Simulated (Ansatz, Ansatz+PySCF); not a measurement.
```yaml
atoms:
  - { symbol: C, position_ang: [0.0000, 0.0000, 0.0000] }
  - { symbol: C, position_ang: [0.0000, 0.0000, 1.6500] }
```

Basis set: def2-SVP (spherical functions). Frozen core: 2 orbitals. Charge 0, multiplicity 1.

Computed with Ansatz (development build ahead of 0.2.0); each method stands on the lowest determinant of its kind that the runs found. Restricted open shells among the atoms or ions are ROHF, correlated in semicanonical orbitals with singles.

The atomization energy at this shape (free ground-state atoms in the same class of orbitals less the molecule, no zero-point energy) of singlet C2:

```json
{"method": "RHF-MP2", "atomization energy": "3.13 eV"}
{"method": "UHF-MP2", "atomization energy": "2.81 eV"}
{"method": "UHF", "atomization energy": "1.94 eV"}
```

Question: What does RHF give?

Answer: 0.51 eV. Caution for RHF-MP2, RHF: an unrestricted determinant lies well below. Caution for RHF-MP2, UHF-MP2: bonds are stretched, where a single reference can fail. Caution for RHF-MP2: other determinants can give a lower correlated total. Caution for UHF-MP2, UHF: the unrestricted determinant is a mixture of spin states.
